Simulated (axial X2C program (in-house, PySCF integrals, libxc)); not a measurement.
**Bond lengths and stretching modes, held linear, of OSnO⁺**

Calculated with an axial X2C code built on PySCF integrals: two-component X2C with atomic mean-field Coulomb and Gaunt terms, Gaussian nuclei, basis O dyall-av3z, Sn dyall-v3z with contracted cores. Spin-free rows use the one-electron spin-free X2C Hamiltonian.

Masses O 15.995, Sn 119.902, O 15.995 u. States: 2c Ω = 1/2 (beyond evenly filled blocks: ω = 1/2); spin-free M_S = 1/2, Λ = 1 (beyond evenly filled blocks: π+α, π+β, π-α).

LDA, 2c: energies above the lowest point

```csv
r(O–Sn) (Å),r(Sn–O) (Å),E (meV)
1.7833,1.7833,80.78
1.7833,1.8290,37.03
1.7833,1.8747,53.40
1.8290,1.7833,37.03
1.8290,1.8290,0.00
1.8290,1.8747,22.93
1.8290,1.9204,91.08
1.8747,1.7833,53.40
1.8747,1.8290,22.93
1.8747,1.8747,52.32
1.9204,1.8290,91.08
1.9204,1.9204,207.27
```

**Question.** Fit a quadratic surface with cubic terms in each bond: where is the minimum, and what are the two stretching wavenumbers?

**Answer.** At LDA, 2c: bonds 1.832 and 1.832 Å; harmonic stretches 728.8 and 735.2 cm⁻¹; force constants 4.51, 4.51 and coupling 0.49 mdyn/Å.

The other levels and Hamiltonians give:

```csv
Hamiltonian,level,r(O–Sn) (Å),r(Sn–O) (Å),lower stretch (cm⁻¹),upper stretch (cm⁻¹)
spin-free,LDA,1.832,1.832,729.1,736.5
```

Each state is one determinant, the lowest of a limited PBE0 search; the stretches come from a fit to these few points and carry an uncertainty of a few per cent. Other orders of the atoms were not compared. Left out for rough or failed fits: PBE0 2c, HF 2c, MP2 2c, PBE0 spin-free, HF spin-free, MP2 spin-free. The molecule was held linear; bending was not examined, so a bent shape may lie lower. Note: functional without a current term on a determinant with orbital currents, of the molecule or an atom.
